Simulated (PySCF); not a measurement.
**Si3BH10NO**

The system: Si3BH10NO, a small molecule; neutral, singlet. The structure, one conformer, was relaxed in the gas phase by PBE0-D3(BJ)/def2-SVP. No frequency run checks that it is a minimum.

SMILES: N[SiH2]OB([SiH3])[SiH3]

Coordinates in Å:
```
Si1    -1.317   -2.277    0.856
B2     -0.630   -0.504    0.107
Si3    -1.999    0.969   -0.325
O4      0.694   -0.347   -0.079
Si5     1.664    0.921   -0.672
N6      3.223    0.944    0.019
H7     -2.369   -2.039    1.900
H8     -1.981   -3.048   -0.249
H9     -0.250   -3.144    1.451
H10    -2.049    1.955    0.807
H11    -3.372    0.393   -0.476
H12    -1.681    1.740   -1.574
H13     1.788    0.679   -2.131
H14     0.967    2.190   -0.325
H15     3.925    0.262   -0.242
H16     3.377    1.297    0.957
```

Shieldings: GIAO PBE0/pcSseg-1. Shifts are against computed references at the same level: H TMS (σ 31.27 ppm), Si TMS (σ 352.0 ppm). Core levels by delta-SCF with SCAN, pcX-2 on the ionised atom and pcseg-1 elsewhere, spin-free X2C (2p3/2 is the spin-free 2p value less a third of a first-order spin-orbit splitting); from the vacuum level, for chosen atoms.

Q: Give the shieldings and core levels atom by atom.

A: 
| atoms | bonded to | σ (ppm) | δ (ppm) | core level (eV) |
| --- | --- | --- | --- | --- |
| Si1 | 1 B + 3 H | 456.2 | -104.2 | 2p3/2 105.94 |
| B2 | 1 O + 2 Si | 16.6 | - | 1s 196.10 |
| Si3 | 1 B + 3 H | 467.2 | -115.2 | 2p3/2 106.05 |
| O4 | 1 B + 1 Si | -3.9 | - | 1s 538.13 |
| Si5 | 1 N + 1 O + 2 H | 381.2 | -29.2 | 2p3/2 107.81 |
| N6 | 1 Si + 2 H | 231.3 | - | - |
| H7 H8 H9 | 1 Si | 27.78 | 3.49 | - |
| H10 H11 H12 | 1 Si | 27.82 | 3.44 | - |
| H13 | 1 Si | 26.40 | 4.87 | - |
| H14 | 1 Si | 26.43 | 4.84 | - |
| H15 | 1 N | 29.66 | 1.61 | - |
| H16 | 1 N | 29.78 | 1.48 | - |

Values are those of this one static structure, with the three H of a rotating XH3 group averaged; atoms that internal rotation interchanges would show their mean in an NMR spectrum.

The core-hole state of B2 is spin-contaminated (⟨S²⟩ 0.80 against 0.75 for a pure doublet), so that value and differences from it are less sure.

Q: Which of Si1, Si3, Si5 holds its core electrons tightest, and by how much against the loosest?

A: Si5 (bonded to 1 N + 1 O + 2 H), by 1.87 eV over Si1 (bonded to 1 B + 3 H).

Q: By CAM-B3LYP/def2-SVPD (TDDFT singlets, Tamm-Dancoff triplets, ionisation by delta-SCF), where does absorption start, and what does vertical ionisation take?

A: The first singlet with intensity lies at 6.06 eV (f 0.008); what lies below it is dark. The lowest singlet lies at 3.70 eV (f 0.000), the strongest of the first 6 at 6.55 eV (f 0.112), the lowest triplet at 3.08 eV; vertical ionisation takes 8.70 eV.

The 3 runs behind this took 3 min in all, one thread each of Arm Neoverse V1 on a shared host, launched as `OMP_NUM_THREADS=1 python cluster_run.py task.json out`.
